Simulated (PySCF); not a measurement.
Sn(Br)(SH) (BrHSSn), SMILES [SH][Sn][Br] (connectivity only; charge and spin as stated), neutral, multiplicity 1.

Geometry optimised at r2SCAN-D4/def2-SVP. The def2 effective core potentials stand for the cores of Sn; spin–orbit coupling is left out. Other conformers were not sampled.

Calculation: C-PCM-M06-2X/def2-SVP (PySCF).

The values are the electrostatic part of the solvation free energy, E(continuum) − E(gas) at the gas-phase geometry, in a cavity of scaled van der Waals radii (PySCF's table); cavitation and dispersion terms are not included. A continuum can't describe solvent molecules that bind to the metal. In vacuum the orbital gap is 6.24 eV. The dipole moment in vacuum is 3.78 D.

Computed values in water (ε = 78.36), N,N-dimethylformamide (ε = 37.22), acetone (ε = 20.49):
```csv
solvent,ε,ΔG(elec) (kcal/mol),dipole (D),gap (eV)
water,78.36,-6.7,5.50,6.47
"N,N-dimethylformamide",37.22,-6.5,5.46,6.46
acetone,20.49,-6.4,5.41,6.46
```
